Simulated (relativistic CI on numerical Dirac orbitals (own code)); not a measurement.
**Ti²⁺ in a cubic cluster: 1s photoemission with charge transfer**

Computed with a charge-transfer multiplet model of a cubic metal-ligand cluster with up to 2 ligand holes, Slater and spin-orbit integrals from Dirac-Coulomb-Breit ions, Slater integrals scaled by 0.8. The ground state mixes d2 with configurations of k ligand holes L, whose averages lie at kΔ + k(k − 1)U_dd/2; a core hole lowers each added d electron by U_cd. 300 K, Lorentzian 1.1 eV and Gaussian 0.6 eV FWHM.

Atomic integrals in eV (Slater integrals scaled, ζ unscaled), ground: F2dd 6.578, F4dd 4.090, zeta_d 0.013; with the core hole: F2dd 8.128, F4dd 5.094, zeta_d 0.025, G2cd 0.033.

Cluster parameters (eV): Δ = 6.7, U_dd = 3.9, 10Dq = 1.4, 10Dq(ligand) = 0.3, V(eg) = 1.7, V(t2g) = -0.85, final-state hopping factor = 1.

```
         Case   n_d    d2   d3L  d4L2     S
U_cd = 3.6 eV  2.22  0.79  0.19  0.01  1.00
U_cd = 4.8 eV  2.22  0.79  0.19  0.01  1.00
U_cd = 6.6 eV  2.22  0.79  0.19  0.01  1.00
```

Weights, n_d and S are thermal averages at 300 K. Binding energies count from the first peak over 30 % of the highest in each spectrum, which can be another peak from case to case. The parameters are a model scan and need not match a compound or its usual spin state. Peaks in eV (height, largest 100):
- U_cd = 3.6 eV: 0.0 (100)
- U_cd = 4.8 eV: 0.0 (100), 6.9 (10)
- U_cd = 6.6 eV: 0.0 (100), 6.9 (28)

For the case U_cd = 4.8 eV, Δ = 6.7 eV is larger than U_dd = 3.9 eV, the Mott-Hubbard side of the Zaanen-Sawatzky-Allen scheme. With the core hole the configuration with one ligand hole lies at Δ − U_cd = 3.1, 1.9, 0.1 eV from the one without, in the order of the table; where this is negative the screened configuration lies lower, though the effective hopping of about 3.7 eV (from the holes of the mixed ground state) mixes the two strongly wherever it is as large as the gap.
